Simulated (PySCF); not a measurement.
A thermochemical cycle for NaSe

CCSD(T) in PySCF with def2-SVP on every atom, for the lowest determinant that a PBE0 search found; no spin–orbit coupling. NaSe, a doublet (π ↑), has De = 2.04 eV to neutral atoms, and NaSe⁺, a triplet (π ↑↑), has De = 0.60 eV to Na⁺ + Se.

The adiabatic ionisation energy of NaSe, between the minima, is 6.32 eV.

Problem. Which ionisation energy of the Na atom does this level give?

Solution. IE(Na) = IE(molecule) + De(ion) − De(neutral) = 6.32 + 0.60 − 2.04 = 4.88 eV; the measured value is 5.139 eV (NIST ASD).

Correlated steps freeze 10 core orbitals. Correlated levels converge slowly with the basis: in double zeta they bind strong bonds too weakly, by up to about 1 eV, and carry superposition errors of some tenths. Spin–orbit coupling is left out. For an ion De counts to the pair picked by the measured ionisation energies or electron affinities, which need not be the lowest pair at this level. States were picked by a PBE0 search and need not be the measured ground states.
